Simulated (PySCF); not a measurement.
A species of formula C6H10O has this rotational fingerprint, computed with PBE0-D3(BJ)/def2-SVP geometry optimisation, gas phase in PySCF:

| Property | Result |
| --- | --- |
| Rotational constants | A = 4708, B = 1795, C = 1456 MHz |
| Dipole components | \|μa\| = 0.10 D, \|μb\| = 2.32 D, \|μc\| = 0.98 D |
| Inertial defect | -41.83 u·Å² |
| κ | -0.79 |

**Question.** Which structure is it? (One computed conformer of each.)
A. `[CH2:1]=[CH:2][C:3](=[O:4])[CH:5]([CH3:6])[CH3:7]` with C1–C2–C3–O4 -2°, C2–C3–C5–C6 -71°
B. `[CH3:1][O:2][C:3]1=[CH:4][CH2:5][CH2:6][CH2:7]1` with C1–O2–C3–C4 0°, C3–C4–C5–C6 -14°, C4–C5–C6–C7 23°, C5–C6–C7–C3 -22°, O2–C3–C7–C6 -168°
C. `[O:1]=[CH:2][CH:3]1[CH2:4][CH2:5][CH2:6][CH2:7]1` with O1–C2–C3–C4 6°, C2–C3–C4–C5 108°, C3–C4–C5–C6 34°, C4–C5–C6–C7 -42°, C5–C6–C7–C3 33°
D. `[CH3:1][O:2][CH:3]1[C:4]([CH3:5])=[C:6]1[CH3:7]` with C1–O2–C3–C4 153°
E. `[CH2:1]=[CH:2]/[CH:3]=[CH:4]\[CH2:5][O:6][CH3:7]` with C1–C2–C3–C4 180°, C3–C4–C5–O6 -177°, C4–C5–O6–C7 180°

**Answer.** A. It is C=CC(=O)C(C)C, an asymmetric top, point group C1. The candidates at the same level (rigid rotor, commonest isotopes):

| SMILES | A (MHz) | B (MHz) | C (MHz) | μa (D) | μb (D) | μc (D) | Δ (u·Å²) | point group | rotor |
| --- | --- | --- | --- | --- | --- | --- | --- | --- | --- |
| O=CC1CCCC1 | 5026 | 2028 | 1695 | 1.96 | 1.48 | 0.93 | -51.54 | C1 | asymmetric top |
| COC1=CCCC1 | 6205 | 1888 | 1512 | 0.53 | 0.64 | 0.04 | -14.86 | C1 | asymmetric top |
| C=C/C=C\COC | 10053 | 979.6 | 902.9 | 0.16 | 1.24 | 0.07 | -6.48 | near Cs | near-prolate asymmetric top |
| COC1C(C)=C1C | 3400 | 2024 | 1362 | 0.70 | 1.19 | 0.35 | -27.27 | C1 | asymmetric top |
| C=CC(=O)C(C)C | 4708 | 1795 | 1456 | 0.10 | 2.32 | 0.98 | -41.83 | C1 | asymmetric top |

`COC1C(C)=C1C` has A 28 % too low; `O=CC1CCCC1` has C 16 % too high; `C=C/C=C\COC` has A 114 % too high; `COC1=CCCC1` has A 32 % too high. No structure here is proved a minimum.
